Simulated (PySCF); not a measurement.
# Kr: ionisation energy

Kr [Kr] (1S) → Kr⁺ [Ar] 3d10 4s2 4p5 (2P), as a difference of total energies. Calculation: PySCF 2.14, in aug-cc-pwCVDZ-PP with ECP10MDF; a scalar-relativistic core potential. Correlated levels: valence: 3s2 3p6 3d10 frozen. The calculations carry no spin-orbit coupling.

```json
{"method": "UHF", "ionisation energy (eV)": "13.137"}
{"method": "MP2 (valence)", "ionisation energy (eV)": "13.959"}
{"method": "SCS-MP2 (valence)", "ionisation energy (eV)": "13.875"}
{"method": "CCSD (valence)", "ionisation energy (eV)": "13.839"}
{"method": "CCSD(T) (valence)", "ionisation energy (eV)": "13.862"}
```

Q: How much does correlation contribute at CCSD(T) (valence)?

A: 13.862 − (13.137) = 0.725 eV, measured against UHF.

Errors of the correlated levels include the incompleteness of this basis and the frozen core.

For comparison: 14.222 eV (measured; NIST levels, between the centres of gravity of the two terms).
